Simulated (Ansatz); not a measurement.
Ansatz results at the PBE0-D4/def2-TZVP geometry: HOMO–LUMO gap (ωB97M-V/def2-TZVPP) 11.42 eV; LUMO energy (PBE0/def2-TZVPP) -0.06 eV; HOMO energy (ωB97M-V/def2-TZVPP) -9.90 eV.

Each molecule was computed in one conformer, which needn't be the lowest.

(1) Which molecule gave them?
A. `N#[C][SnH]([C]#N)[C]#N`
B. `[OH][SnH]([Cl])[Cl]`
C. `C[CH2][SnH2][F]`
D. `C[O][SnH]([CH3])[OH]`

Answers

(1) D. The others give `[OH][SnH]([Cl])[Cl]`: 11.74, -1.81, -11.54; `N#[C][SnH]([C]#N)[C]#N`: 12.86, -2.01, -12.97; `C[CH2][SnH2][F]`: 11.36, -0.41, -10.31.
